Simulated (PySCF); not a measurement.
# A survey of $^{29}$Si NMR shifts

[PySCF: shielding tensors at PBE0/pcSseg-1 (GIAO); geometry from GFN2-xTB; non-relativistic; a single conformation; isolated molecule; equivalent nuclei averaged]

Shieldings were converted by a linear fit to measured shifts: $^{29}$Si: δ = 279.94 − 0.822σ (rms 8.9 ppm, 72 shifts, 25.8 ppm with the 6 outliers that the fit left out vs TMS, solution or neat liquid). Occasional misses reach two or three times the rms, and more in compound classes unlike the fitted ones.

Question: Give the $^{29}$Si shifts of `C=C(F)C[Si@](C)(O)[SiH3]`, `C/C(=C/C=O)[SiH2]O[SiH2][SiH3]`, `C[SiH](C)[SiH2][C@H](F)C=O`, `C[Si@H]1C=CC(=S)O1`, `C=C[Si@@](O)(C=O)[SiH2]C[SiH3]`, `C/C(=C\C=O)[SiH2]O[SiH2][SiH3]`.

Answer: 
| compound | environment | δ (ppm) |
| --- | --- | --- |
| [CH2:1]=[C:2]([F:3])[CH2:4][Si@:5]([CH3:6])([OH:7])[SiH3:8] | Si5: silicon bonded to 2 C, O, Si | 1.8 |
| [CH2:1]=[C:2]([F:3])[CH2:4][Si@:5]([CH3:6])([OH:7])[SiH3:8] | Si8: silicon bonded to Si, 3 H | -106.5 |
| [CH3:1]/[C:2](=[CH:3]/[CH:4]=[O:5])[SiH2:6][O:7][SiH2:8][SiH3:9] | Si8: silicon bonded to O, Si, 2 H | -38.5 |
| [CH3:1]/[C:2](=[CH:3]/[CH:4]=[O:5])[SiH2:6][O:7][SiH2:8][SiH3:9] | Si6: silicon bonded to C, O, 2 H | -59.5 |
| [CH3:1]/[C:2](=[CH:3]/[CH:4]=[O:5])[SiH2:6][O:7][SiH2:8][SiH3:9] | Si9: silicon bonded to Si, 3 H | -107.3 |
| [CH3:1][SiH:2]([CH3:3])[SiH2:4][C@H:5]([F:6])[CH:7]=[O:8] | Si2: silicon bonded to 2 C, Si, H | -41.8 |
| [CH3:1][SiH:2]([CH3:3])[SiH2:4][C@H:5]([F:6])[CH:7]=[O:8] | Si4: silicon bonded to C, Si, 2 H | -62.4 |
| C[Si@H]1C=CC(=S)O1 | silicon bonded to 2 C, O, H, in a 5-membered ring | 9.5 |
| [CH2:1]=[CH:2][Si@@:3]([OH:4])([CH:5]=[O:6])[SiH2:7][CH2:8][SiH3:9] | Si3: silicon bonded to 2 C, O, Si | -24.0 |
| [CH2:1]=[CH:2][Si@@:3]([OH:4])([CH:5]=[O:6])[SiH2:7][CH2:8][SiH3:9] | Si9: silicon bonded to C, 3 H | -67.5 |
| [CH2:1]=[CH:2][Si@@:3]([OH:4])([CH:5]=[O:6])[SiH2:7][CH2:8][SiH3:9] | Si7: silicon bonded to C, Si, 2 H | -72.2 |
| [CH3:1]/[C:2](=[CH:3]\[CH:4]=[O:5])[SiH2:6][O:7][SiH2:8][SiH3:9] | Si8: silicon bonded to O, Si, 2 H | -28.7 |
| [CH3:1]/[C:2](=[CH:3]\[CH:4]=[O:5])[SiH2:6][O:7][SiH2:8][SiH3:9] | Si6: silicon bonded to C, O, 2 H | -41.5 |
| [CH3:1]/[C:2](=[CH:3]\[CH:4]=[O:5])[SiH2:6][O:7][SiH2:8][SiH3:9] | Si9: silicon bonded to Si, 3 H | -105.5 |

Question: Order these by $^{29}$Si shift, lowest first.
A. CS[Si@H]1C=CC1=O
B. C=C(CO[Si@@H](N)O)N(C)C
C. C=N[Si@@](N)(P)CC

Answer: B (-44.8 ppm, silicon bonded to N, 2 O, H), C (-1.0 ppm, silicon bonded to C, 2 N, P), A (14.9 ppm, silicon bonded to 2 C, S, H, in a 4-membered ring).
